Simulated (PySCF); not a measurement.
C3H9ClGeO2 (SMILES C[O][Ge]([CH3])([Cl])[O]C), singlet, at a GFN2-xTB geometry; PySCF with CASCI(4,5)/STO-3G.

Here is a job for PySCF.
```python
from pyscf import gto, scf, mcscf
import numpy

mol = gto.Mole()
mol.atom = '''
    C     2.30927427   -1.09763729    0.90721070
    O     1.67924718    0.12726471    0.57287383
    Ge    0.03213813    0.35796632    0.02872426
    C    -0.25220359    2.32117788    0.06544763
    Cl   -0.24781661   -0.51969949   -1.89937824
    O    -0.95637799   -0.59942895    1.15283005
    C    -2.27521773   -1.06806734    0.95762844
    H     1.71691313   -1.66386180    1.62716104
    H     2.47213286   -1.71038108    0.01759727
    H     3.27235702   -0.84045219    1.35016774
    H    -1.14413678    2.58557342   -0.49390909
    H     0.60840321    2.80902803   -0.37838991
    H    -0.35862481    2.64717674    1.09446506
    H    -2.43169752   -1.87716442    1.67260275
    H    -3.00177334   -0.27514426    1.14780328
    H    -2.42318251   -1.45033131   -0.05459632
'''
mol.basis = 'sto-3g'
mol.verbose = 4
mol.build()

mf = scf.RHF(mol)
mf.kernel()
mc = mcscf.CASCI(mf, 5, 4)
mc.fix_spin_(ss=0.0)
mc.kernel()
occ = numpy.linalg.eigvalsh(mc.fcisolver.make_rdm1(mc.ci, mc.ncas, mc.nelecas))[::-1]
ss = mc.fcisolver.spin_square(mc.ci, mc.ncas, mc.nelecas)[0]
print('natural occupations', occ.round(4), ' <S^2>', round(ss, 4))
```

The log (banner, timings and long lists left out):

```
PySCF version 2.14.0

[INPUT] verbose = 4
[INPUT] num. atoms = 16
[INPUT] num. electrons = 92
[INPUT] charge = 0
[INPUT] spin (= nelec alpha-beta = 2S) = 0
[INPUT] symmetry False subgroup None
[INPUT] Mole.unit = angstrom
[INPUT] Symbol           X                Y                Z      unit          X                Y                Z       unit  Magmom
[INPUT]  1 C      2.309274270000  -1.097637290000   0.907210700000 AA    4.363895916805  -2.074233862210   1.714379760275 Bohr   0.0
[INPUT]  2 O      1.679247180000   0.127264710000   0.572873830000 AA    3.173317265648   0.240495447222   1.082574642631 Bohr   0.0
[INPUT]  3 Ge     0.032138130000   0.357966320000   0.028724260000 AA    0.060732263856   0.676458306618   0.054280984531 Bohr   0.0
[INPUT]  4 C     -0.252203590000   2.321177880000   0.065447630000 AA   -0.476595712732   4.386390479599   0.123678096202 Bohr   0.0
[INPUT]  5 Cl    -0.247816610000  -0.519699490000  -1.899378240000 AA   -0.468305522018  -0.982089703176  -3.589304680558 Bohr   0.0
[INPUT]  6 O     -0.956377990000  -0.599428950000   1.152830050000 AA   -1.807292472662  -1.132756546636   2.178533062669 Bohr   0.0
[INPUT]  7 C     -2.275217730000  -1.068067340000   0.957628440000 AA   -4.299538383455  -2.018354755193   1.809655480694 Bohr   0.0
[INPUT]  8 H      1.716913130000  -1.663861800000   1.627161040000 AA    3.244495595370  -3.144243111126   3.074888726162 Bohr   0.0
[INPUT]  9 H      2.472132860000  -1.710381080000   0.017597270000 AA    4.671654048938  -3.232151809838   0.033254020840 Bohr   0.0
[INPUT] 10 H      3.272357020000  -0.840452190000   1.350167740000 AA    6.183858549598  -1.588224459891   2.551447250823 Bohr   0.0
[INPUT] 11 H     -1.144136780000   2.585573420000  -0.493909090000 AA   -2.162105163242   4.886025638755  -0.933352910533 Bohr   0.0
[INPUT] 12 H      0.608403210000   2.809028030000  -0.378389910000 AA    1.149715440206   5.308293652927  -0.715053298199 Bohr   0.0
[INPUT] 13 H     -0.358624810000   2.647176740000   1.094465060000 AA   -0.677702672374   5.002439041919   2.068239216306 Bohr   0.0
[INPUT] 14 H     -2.431697520000  -1.877164420000   1.672602750000 AA   -4.595242330584  -3.547326644578   3.160761112694 Bohr   0.0
[INPUT] 15 H     -3.001773340000  -0.275144260000   1.147803280000 AA   -5.672529500621  -0.519947296146   2.169033844077 Bohr   0.0
[INPUT] 16 H     -2.423182510000  -1.450331310000  -0.054596320000 AA   -4.579151293736  -2.740728965782  -0.103172092209 Bohr   0.0

nuclear repulsion = 733.86693847681
number of shells = 37
number of NR pGTOs = 183
number of NR cGTOs = 61
basis = sto-3g
ecp = {}

******** <class 'pyscf.scf.hf.RHF'> ********
method = RHF
initial guess = minao
damping factor = 0
level_shift factor = 0
DIIS = <class 'pyscf.scf.diis.CDIIS'>
diis_start_cycle = 1
diis_space = 8
diis_damp = 0
SCF conv_tol = 1e-09
SCF conv_tol_grad = None
SCF max_cycles = 50
direct_scf = True
direct_scf_tol = 1e-13
Set gradient conv threshold to 3.16228e-05
Initial guess from minao.
init E= -2769.26041963891
  HOMO = -0.493622188057096  LUMO = -0.133033260260889  gap/eV = 9.81212
cycle= 1 E= -2771.42345296465  delta_E= -2.16  |g|= 0.664  |ddm|= 4.68
  HOMO = -0.186191808647892  LUMO = 0.351895415498788  gap/eV = 14.64210
cycle= 2 E= -2771.58219637613  delta_E= -0.159  |g|= 0.202  |ddm|= 1.19
  HOMO = -0.324968801737421  LUMO = 0.324742526301224  gap/eV = 17.67955
cycle= 3 E= -2771.59674630176  delta_E= -0.0145  |g|= 0.0437  |ddm|= 0.346
  HOMO = -0.328196725706266  LUMO = 0.310950626192683  gap/eV = 17.39209
cycle= 4 E= -2771.59786691973  delta_E= -0.00112  |g|= 0.00801  |ddm|=  0.1
  HOMO = -0.329215862489807  LUMO = 0.311398128474611  gap/eV = 17.43199
cycle= 5 E= -2771.59791446296  delta_E= -4.75e-05  |g|= 0.00161  |ddm|= 0.0245
  HOMO = -0.329305288799682  LUMO = 0.311232509414777  gap/eV = 17.42992
cycle= 6 E= -2771.59791637283  delta_E= -1.91e-06  |g|= 0.00048  |ddm|= 0.00474
  HOMO = -0.329346657694824  LUMO = 0.311231065308474  gap/eV = 17.43101
cycle= 7 E= -2771.59791656795  delta_E= -1.95e-07  |g|= 0.000142  |ddm|= 0.00162
  HOMO = -0.32934907631148  LUMO = 0.311240321286784  gap/eV = 17.43133
cycle= 8 E= -2771.59791658982  delta_E= -2.19e-08  |g|= 4.1e-05  |ddm|= 0.000589
  HOMO = -0.32934519048316  LUMO = 0.311239889288125  gap/eV = 17.43121
cycle= 9 E= -2771.59791659155  delta_E= -1.73e-09  |g|= 9.78e-06  |ddm|= 0.000178
  HOMO = -0.329345950589467  LUMO = 0.311239950906032  gap/eV = 17.43123
cycle= 10 E= -2771.59791659161  delta_E= -6.05e-11  |g|= 2.41e-06  |ddm|= 3.3e-05
  HOMO = -0.329345896480751  LUMO = 0.311240112190671  gap/eV = 17.43123
Extra cycle  E= -2771.59791659163  delta_E= -2.36e-11  |g|= 1.12e-06  |ddm|= 6.26e-06
converged SCF energy = -2771.59791659163

******** <class 'pyscf.mcscf.casci.CASCI'> ********
CAS (2e+2e, 5o), ncore = 44, nvir = 12
natorb = False
canonicalization = True
sorting_mo_energy = False
******** <class 'pyscf.fci.addons.SpinPenaltyFCISolver'> ********
max. cycles = 200
conv_tol = 1e-08
davidson only = True
linear dependence = 1e-12
level shift = 0.001
max iter space = 12
nroots = 1
pspace_size = 400
spin = None
Density matrix diagonal elements [1.99802944e+00 1.99669146e+00 2.02504406e-03 2.37837137e-03
 8.75677206e-04]
CASCI converged
CASCI E = -2771.60069974839  E(CI) = -3.47307924192955  S^2 = 0.0000000
natural occupations [1.9981e+00 1.9967e+00 3.3000e-03 1.3000e-03 6.0000e-04]  <S^2> 0.0
```
